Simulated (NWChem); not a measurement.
System: 1,3,5-triazine (C3H3N3); SMILES c1ncncn1

```xyz
9

C      0.9153     0.9153     0.0000
N      1.3290    -0.3561     0.0000
C      0.3350    -1.2504     0.0000
N     -0.9729    -0.9729     0.0000
C     -1.2504     0.3350     0.0000
N     -0.3561     1.3290     0.0000
H      1.6852     1.6852     0.0000
H      0.6168    -2.3020     0.0000
H     -2.3020     0.6168     0.0000
```
Atoms are numbered in this order, from 1.

Computed with NWChem. The geometry was optimised at B3LYP/6-31G* (spherical d).

For level Hartree-Fock/aug-cc-pVDZ:

```yaml
orbital gap (eV): 12.93
```

Q: Estimate the same quantities for level Hartree-Fock/cc-pVTZ.

A: 
| Quantity | Value |
|---|---|
| orbital gap (eV) | 14.37 |
